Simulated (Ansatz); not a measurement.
A made-up structure of InH₂O (charge -1), closed shell:

```
4
angstrom
O -1.8985 -0.4236 -0.1348
In -0.0460 -0.0103 -0.0033
H -2.7999 -0.0992 0.0171
H 0.7393 1.4770 -0.6104
```

It is relaxed with PBE-D4/def2-SVPD and then PBE0-D4/def2-TZVPD (Ansatz 0.2.0). Atoms count as bonded within 1.22 times the sum of their covalent radii (H–H: 0.88 Å). The end point is not checked to be a true minimum.

Does its bonding change? (A judgement: the text doesn't fix the answer.)

By the calculation: No: no bond forms or breaks.

Where it ends: The first stage lowers the energy by 1.18 eV in 8 steps. It ends as InH₂O ([OH][InH]), total charge -1:
| atom | x (Å) | y (Å) | z (Å) |
| --- | --- | --- | --- |
| O1 | -1.9559 | -0.5242 | 0.0462 |
| In2 | 0.1604 | -0.3429 | 0.0461 |
| H3 | -2.2936 | 0.3245 | -0.2500 |
| H4 | 0.0840 | 1.4865 | -0.5737 |

Labels in which every atom is bracketed show which atoms are joined, not bond orders.

For scale, one of the runs: PBE0-D4/def2-TZVPD relaxation, 114 basis functions, launched by `ansatz run in.yaml --threads 2 --pin off --events-out ev --progress --plain --max-ram 4352MiB`. Hardware: 2 CPU threads of an AMD EPYC 7R43, shared host. Wall time about 18 s.
